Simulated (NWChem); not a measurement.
System: GaNH3OF; SMILES [NH2][Ga]([OH])[F]

Input file for NWChem:

```
start job
memory heap 200 mb stack 900 mb global 1100 mb
geometry units angstroms noautoz
  Ga    -0.017537    -0.012237    -0.035561
  F      1.503938    -0.883547     0.031874
  O     -1.503473    -0.975369     0.017998
  H     -1.338176    -1.921249     0.088187
  N      0.003157     1.776474    -0.099807
  H     -0.832188     2.325382    -0.253556
  H      0.854222     2.303442    -0.243620
end
basis spherical
  * library def2-svp
end
dft
  xc kt2
  iterations 150
  mulliken
end
task dft energy
```

Coordinates come from a PBE0/def2-SVP optimisation.

**Question.** Predict the main results of this run. (KT2/def2-SVP.) Quantities: energy (Ha); highest occupied level (eV); orbital gap (eV); dipole (D).

**Answer.** 
```json
{
  "energy (Ha)": "-2167.47",
  "highest occupied level (eV)": "-6.13",
  "orbital gap (eV)": "4.56",
  "dipole (D)": "1.49"
}
```
